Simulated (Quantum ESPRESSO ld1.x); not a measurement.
Results of a calculation; reference values are marked as such.
Species: the fluorine ion F4+. Configuration: [He] 2s2 3s1 (not the ground configuration).

Level of theory: non-relativistic Kohn-Sham, LDA (Slater exchange, Perdew-Zunger correlation), spin-polarised, spherical densities, point nucleus; open shells are filled with parallel spins first (ld1.x of Quantum ESPRESSO 7.5).

Energy parts (Ry):
total: -178.4231
kinetic: 177.9522
electron-nucleus: -386.7336
Hartree: 43.3693
exchange-correlation: -13.0110

Orbitals (lengths in bohr, moments of r in powers of bohr):
orbital  occ.  eigenvalue (Ry)     <r>    <r^2>   <1/r>     <r^4>
1s up       1         -58.4870  0.1765  0.04198   8.598  0.004559
1s down     1         -58.4615  0.1765  0.04197   8.597  0.004556
2s up       1         -9.51265  0.8154   0.7818   1.802     1.050
2s down     1         -9.46827  0.8137   0.7775   1.804     1.032
3s up       1         -3.30454   2.100    4.997  0.6839     36.41
3s down     0         -3.13079   2.114    5.081  0.6811     38.16

The highest occupied level is 3s up at -44.961 eV. Summed over all electrons, <r^2> = 6.640 bohr^2, which gives a Langevin (diamagnetic) susceptibility term of -5.26 x 10^-6 cm^3/mol. Spin moment in Bohr magnetons: 1. Virial ratio -V/T = 2.00265. The density falls to 0.001 e/bohr^3 at r = 3.27 bohr.
